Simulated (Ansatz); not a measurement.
The same ligand exchange along the group Sc, Y.

Gas-phase electronic energies from Ansatz, PBE0-D4/def2-TZVP geometries. CCSD(T)/CBS adds triple-zeta CCSD(T) − MP2 to the extrapolated MP2 energy (def2 sets, frozen cores). This one scheme is used for every species. Functionals use def2-TZVPP. B3LYP here is the variant with VWN-RPA as its local correlation; programs differ in this. def2 core potentials past Kr. For Sc, Y outer-core shells are correlated without core-valence functions, which leaves a few kJ/mol of doubt a bond. Scalar relativity is left out up to krypton. One conformer a species, not always the lowest.

```
                                              reaction  LDA (SPW92) (kJ/mol)  B3LYP-D4 (kJ/mol)  PBE-D4 (kJ/mol)  ωB97M-V (kJ/mol)  CCSD(T)/CBS(def2) (kJ/mol)
`[NH2][Sc]([OH])[F]` + HCl → `[OH][Sc]([F])[Cl]` + NH₃                  -107               -115             -112              -117                        -116
  `[NH2][Y]([OH])[F]` + HCl → `[OH][Y]([F])[Cl]` + NH₃                  -127               -136             -131              -138                        -138
```

Largest T1 diagnostic: 0.016, for `[NH2][Sc]([OH])[F]`.
